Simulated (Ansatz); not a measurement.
Reaction (hydrogenolysis of a B–C bond): `CB(N)S` + H₂ → `NBS` + CH₄

Computed with Ansatz on PBE0-D4/def2-TZVP structures; ΔE is electronic, products minus reactants. CCSD(T)/CBS is the MP2 limit (def2-TZVPP, def2-QZVPP) plus CCSD(T) − MP2 in def2-TZVPP, frozen cores. This one scheme is used for every species. DFT in def2-TZVPP. One conformer a species, not always the lowest.

```csv
level,ΔE (kcal/mol),difference from CCSD(T)/CBS
B97M-V,-6.8,-0.6
r2SCAN0-D4,-6.4,-0.2
BHLYP-D4,-7.8,-1.6
B2PLYP,-8.0,-1.8
PBE-QIDH,-6.7,-0.5
revPBE,-8.1,-1.9
r2SCAN0,-6.9,-0.7
MP2/def2-SVP,-6.7,-0.5
HF/def2-QZVPP,-11.4,-5.2
SCS-MP2/def2-QZVPP,-6.7,-0.5
CCSD(T)/CBS,-6.2,0
```

Largest T1 diagnostic among the species: 0.012.

At CCSD(T), def2-SVP lies −1.6 kcal/mol from the extrapolated value and def2-TZVPP −0.5 kcal/mol. Leaving LDA and LC-ωPBE aside and taking each functional with its dispersion term where it has one, the values, not all of them listed here, spread over 3.3 kcal/mol, from B2PLYP to revPBE-D4. LDA lies +2.2 kcal/mol from PBE without D4.
